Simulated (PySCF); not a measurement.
**EPR parameters of C6H12F**

C₆H₁₂F (doublet state).
Atom-mapped SMILES: `[CH3:1][CH:2][C@@H:3]([CH3:4])[CH2:5][CH2:6][F:7]` (hydrogens: H8, H9, H10 on C1; H11 on C2; H12 on C3; H13, H14, H15 on C4; H16, H17 on C5; H18, H19 on C6)

Structure used (GFN2-xTB), in Å, numbered top down from 1:
```
atom  x, y, z in Å
C1     1.914   -1.015    0.950
C2     1.147   -0.105    0.076
C3    -0.231    0.341    0.388
C4    -0.230    1.778    0.948
C5    -1.124    0.297   -0.865
C6    -1.275   -1.126   -1.376
F7    -2.016   -1.145   -2.535
H8     2.546   -0.459    1.656
H9     1.251   -1.650    1.535
H10    2.587   -1.644    0.364
H11    1.664    0.384   -0.732
H12   -0.662   -0.319    1.149
H13    0.384    1.832    1.843
H14   -1.242    2.087    1.199
H15    0.171    2.469    0.210
H16   -0.679    0.909   -1.652
H17   -2.110    0.704   -0.635
H18   -0.301   -1.566   -1.614
H19   -1.803   -1.761   -0.657
```

The hyperfine couplings belong to this conformer and change with its torsions.

Theory: UKS B3LYP, pcH-1 on C F H, non-relativistic, mean-field spin-orbit, GIAO in PySCF. Geometry: GFN2-xTB, one conformer, isolated molecule. A GFN2-xTB geometry isn't a minimum of the functional, and hyperfine couplings can be far from their values at a DFT geometry. No stability test was run, so a lower SCF solution isn't excluded.

- g1, g2, g3: 2.00216, 2.00269, 2.00311
- g_iso: 2.00265
- Form of g: rhombic: the two nearest values differ by 44 % of g3 − g1
- ⟨S²⟩: 0.7539 (exact 0.7500)
- α and β electrons: 29, 28
- Basis functions: 295

Hyperfine couplings atom by atom, in MHz; T1 to T3 are the principal values of the dipolar part; ρ(0) is the spin density at the nucleus:

| atom | isotope | a_iso | T1 | T2 | T3 | Mulliken spin population | ρ(0) (bohr⁻³) |
| --- | --- | --- | --- | --- | --- | --- | --- |
| C1 | 13C | -34.1 | -2.4 | 0.2 | 2.2 | -0.09 | -0.0304 |
| C2 | 13C | 97.0 | -81.3 | -80.5 | 161.8 | 1.03 | 0.0863 |
| C3 | 13C | -30.4 | -2.1 | -0.1 | 2.2 | -0.08 | -0.0271 |
| C4 | 13C | 73.7 | -5.1 | -5.0 | 10.1 | 0.04 | 0.0656 |
| C5 | 13C | 31.7 | -3.6 | -3.0 | 6.5 | 0.02 | 0.0282 |
| C6 | 13C | 4.8 | -1.9 | -0.5 | 2.3 | 0.01 | 0.0043 |
| F7 | 19F | 1.5 | -5.8 | -4.4 | 10.2 | 0.00 | 0.0004 |
| H8 | 1H | 156.4 | -5.5 | -3.1 | 8.6 | 0.06 | 0.0350 |
| H9 | 1H | 21.2 | -4.8 | -4.1 | 8.8 | 0.01 | 0.0047 |
| H10 | 1H | 61.8 | -4.8 | -4.6 | 9.4 | 0.02 | 0.0138 |
| H11 | 1H | -60.2 | -38.4 | -0.4 | 38.9 | -0.04 | -0.0135 |
| H12 | 1H | 6.7 | -5.3 | -3.9 | 9.2 | 0.00 | 0.0015 |
| H13 | 1H | -3.0 | -5.4 | -2.0 | 7.4 | 0.00 | -0.0007 |
| H14 | 1H | 19.7 | -3.3 | -1.6 | 4.9 | 0.01 | 0.0044 |
| H15 | 1H | -2.6 | -4.8 | -2.4 | 7.2 | 0.00 | -0.0006 |
| H16 | 1H | -2.4 | -3.6 | -2.7 | 6.3 | 0.00 | -0.0005 |
| H17 | 1H | 2.6 | -2.8 | -1.4 | 4.2 | 0.00 | 0.0006 |
| H18 | 1H | 2.2 | -6.3 | -3.0 | 9.3 | 0.00 | 0.0005 |
| H19 | 1H | 0.9 | -1.9 | -1.6 | 3.6 | 0.00 | 0.0002 |

Largest spin populations (Mulliken): C2 (+1.03), C1 (-0.09), C3 (-0.08) and H8 (+0.06). No atom but C2 exceeds +0.15. The angles at C2 add up to 359.2°, so it is planar; its axial dipolar tensor and the negative coupling of its proton fit spin in a p orbital normal to that plane.

Axes: g3 points within 1° of the C2–H11 bond.

Under fast tumbling the dipolar parts average out, and these isotropic splittings remain (the largest six): 3 × 1H (H8/H9/H10, I = 1/2, 4 lines) with 2.85 mT, 1 × 1H (H11, I = 1/2, 2 lines) with 2.15 mT, 1 × 1H (H12, I = 1/2, 2 lines) with 0.24 mT, 3 × 1H (H13/H14/H15, I = 1/2, 4 lines) with 0.17 mT, 1 × 1H (H17, I = 1/2, 2 lines) with 0.09 mT and 1 × 1H (H16, I = 1/2, 2 lines) with 0.08 mT.

Means are taken over nuclei equivalent by connectivity, which assumes that they swap fast. The three 1H nuclei of mean +79.8 MHz run from 21.2 to 156.4 MHz in the frozen geometry. The three 1H nuclei of mean +4.7 MHz run from -3.0 to 19.7 MHz in the frozen geometry.

The 13C coupling of C2 (97.0 MHz) shows only in satellite lines or after enrichment, since that isotope makes up about 1.07 % of natural carbon.

The spin density at the nucleus, in bohr⁻³, is negative for C1 (-0.0304), C3 (-0.0271) and H11 (-0.0135), for instance. A restricted open-shell determinant has no negative spin density anywhere; here it arises because α and β orbitals differ (spin polarisation).
